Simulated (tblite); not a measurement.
CH₆BCl₂Ga.
Atom-mapped SMILES: `[CH3:1][GaH-:2]1[Cl+:3][BH2-:4][Cl+:5]1` (hydrogens: H6, H7, H8 on C1; H9 on Ga2; H10, H11 on B4)

Cartesian coordinates in Å at the GFN2-xTB level; atoms count from 1:
```
atom  x, y, z in Å
C1    -2.1154   -0.2706   -0.0453
Ga2   -0.4510    0.8740   -0.1390
Cl3    1.1843    0.2149    1.3458
B4     2.2448   -0.3949   -0.0879
Cl5    1.1237   -0.0280   -1.5573
H6    -2.2667   -0.7956   -0.9930
H7    -3.0223    0.2985    0.1681
H8    -1.9995   -1.0272    0.7372
H9    -0.3095    2.4272   -0.2569
H10    2.3983   -1.5579    0.0076
H11    3.2185    0.2622   -0.1653
```

Computed with GFN2-xTB (tblite): harmonic, unscaled wavenumbers at the GFN2-xTB geometry, gas phase. Against measured fundamentals such values can be off by several per cent, at times by over 20. Modes of hydrogen on boron and gallium can be 10 to 20 % off. The optimisation stopped once no atom felt more than 0.01 eV/Å.

Lowest wavenumbers of the output (negative numbers stand for imaginary wavenumbers):
```
mode    cm-1
  1     -43.4
  2      68.2
  3      91.9
  4     116.9
  5     192.5
  6     217.1
  7     307.6
  8     432.6
```

Problem. Is this structure a minimum?

Solution. Not by this Hessian. 1 mode is imaginary beyond 20i (43i cm⁻¹), so at this level the point lies at or near a first-order saddle. The curvature is small, so loose convergence or finite differences may be the whole cause.

Problem. Which atoms move in the imaginary mode?

Solution. 43i: H8 (methyl hydrogen) 36 %, H6 (methyl hydrogen) 32 %, H7 (methyl hydrogen) 29 %. These are shares of the mass-weighted motion.

Problem. What is the remedy?

Solution. Step along that mode in both directions, optimise again with tighter thresholds and repeat the frequencies. The zero-point energy of this point (40.9 kcal/mol) counts the 26 real modes alone, and thermal corrections from it aren't those of a minimum.

On one thread of an Arm Neoverse N1 (shared host), this took 0.53 s. The figure is for the frequency step alone.
